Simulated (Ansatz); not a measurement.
Isolated molecules relaxed with PBE0-D4/def2-TZVP in Ansatz; ΔE leaves out vibrations. CCSD(T)/CBS adds triple-zeta CCSD(T) − MP2 to the extrapolated MP2 energy (def2 sets, frozen cores). This one scheme is used for every species. DFT in def2-TZVPP. B3LYP here is the variant with VWN-RPA as its local correlation; programs differ in this. HSE06 is defined as in plane-wave codes. Triplets are unrestricted, without spin–orbit coupling. Elements past krypton have def2 core potentials. For Sn outer-core shells are correlated without core-valence functions, which leaves a few kJ/mol of doubt a bond. One conformer a species, not always the lowest.

`C[S][SnH]([Cl])[Cl]` → `[CH2]` (triplet) + `[SH][SnH]([Cl])[Cl]`  (formal loss of a carbene)

Question: Is it downhill or uphill in electronic energy at CCSD(T)/CBS, and by how much? (Estimate.)

Answer: The calculation gave: Uphill: ΔE = +4.46 eV.

Question: What do these levels give: B3LYP-D4, HSE06-D4, ωB97X-V, ωB97M-V, PBE-QIDH, revPBE, RPA@PBE/def2-TZVPP, MP2/def2-SVP, HF/def2-TZVPP, MP2/def2-TZVPP, CCSD/def2-TZVPP, MP2/def2-QZVPP? (Estimate.)

Answer: Computed: B3LYP-D4 4.39, HSE06-D4 4.44, ωB97X-V 4.56, ωB97M-V 4.47, PBE-QIDH 4.40, revPBE 4.19, RPA@PBE/def2-TZVPP 4.23, MP2/def2-SVP 4.29, HF/def2-TZVPP 2.86, MP2/def2-TZVPP 4.47, CCSD/def2-TZVPP 4.17, MP2/def2-QZVPP 4.56 eV.

Largest T1 diagnostic among the species: 0.011.

The D4 term adds +0.14 eV with B3LYP and +0.08 eV with PBE0; it sums over pairs of atoms, weighted by their polarisabilities, and B3LYP, whose exchange is more repulsive, gets the larger term. From r2SCAN to r2SCAN0 (25 % exact exchange), in def2-TZVPP and without D4, ΔE moves by −0.06 eV. Leaving LDA and LC-ωPBE aside and taking each functional with its dispersion term where it has one, the values, not all of them listed here, spread over 0.38 eV, from r2SCAN0-D4 to ωB97X-V. LDA lies +0.73 eV from PBE without D4.
